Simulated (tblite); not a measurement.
C₆H₄N₂O (charge -1 and doublet state).
Structure used (GFN2-xTB), in Å, numbered top down from 1:
```
atom  x, y, z in Å
N1     0.6344    2.7712   -1.8472
C2     0.6866    1.7864   -1.2227
C3     0.7757    0.6250   -0.4912
C4     1.9400   -0.0665   -0.1849
O5     1.6829   -1.1647    0.5441
C6     0.3447   -1.2184    0.7336
C7    -0.3147   -0.1478    0.1279
C8    -1.6894    0.1476    0.1028
N9    -2.6844   -0.5174    0.6479
H10    2.9656    0.1354   -0.4334
H11   -0.0249   -2.0492    1.3038
H12   -1.9801    1.0467   -0.4372
H13   -2.3407   -1.3476    1.1386
```

Method: GFN2-xTB as coded in tblite; computed harmonic values from a numerical Hessian at the method's own geometry, unscaled. Errors from tens to a few hundred cm⁻¹ against measured bands are possible. One conformer, not necessarily the lowest. Open shells enter through the occupations alone, without spin polarisation, and single modes of such species can be off by tens of per cent.

Harmonic wavenumbers (cm⁻¹): 115.4, 142.1, 156.2, 223.4, 257.9, 404.2, 430.3, 528.1, 531.9, 538.1, 564.1, 578.2, 633.5, 651.8, 745.4, 847.9, 917.5, 1036.2, 1076.2, 1158.2, 1184.6, 1202.2, 1258.8, 1296.3, 1364.8, 1427.3, 1479.9, 1562.6, 2250.2, 2978.1, 3125.0, 3136.2, 3255.8.

A = 2205, B = 1594, C = 925.1 MHz; mass 120.032 u (most abundant isotopes); point group Cs, symmetry number 1; spin multiplicity 2.

**Question.** Zero-point energy?

**Answer.** Half the sum of the wavenumbers: 18529 cm⁻¹ = 52.98 kcal/mol.

**Question.** What is S at 200 K and 1 bar for an ideal gas of classical rigid rotors and harmonic oscillators?

**Answer.** Translation 38.30, rotation 27.79, vibration 10.74, spin (R ln 2) 1.38: S = 78.2 cal/(mol K).

**Question.** And Cp and H(200 K) − H(0)?

**Answer.** Cp = 23.32 cal/(mol K), of which vibrations give 15.37 (their classical limit is 33 R = 65.6); H(200 K) − H(0) = 2.93 kcal/mol without the zero-point energy, 1.34 from vibrations.

**Question.** Blend soft modes into free rotors: weight 1/[1 + (100 cm⁻¹/ν̃)⁴] for the oscillator and the rest for a rotor with moment μB/(μ + B), μ = h/(8π²ν), B = 10⁻⁴⁴ kg m². What vibrational entropy results?

**Answer.** 10.78 cal/(mol K) in place of 10.74, which changes −T·S at 200 K by -0.01 kcal/mol.

**Question.** Which modes carry the vibrational entropy at 200 K?

**Answer.** 115.4 cm⁻¹: 2.41; 142.1 cm⁻¹: 2.03; 156.2 cm⁻¹: 1.86; 223.4 cm⁻¹: 1.25; 257.9 cm⁻¹: 1.02; 404.2 cm⁻¹: 0.45 cal/(mol K); the other 27 give 1.73 together.

**Question.** What must be added to the electronic energy to get the Gibbs energy at 200 K and 1 bar?

**Answer.** ZPE + [H(200 K) − H(0)] − T·S = 52.98 + 2.93 − 15.64 = 40.27 kcal/mol.

Hindered rotation and anharmonicity are outside this model. Other conformers, if any are populated, would add a mixing term that is left out.
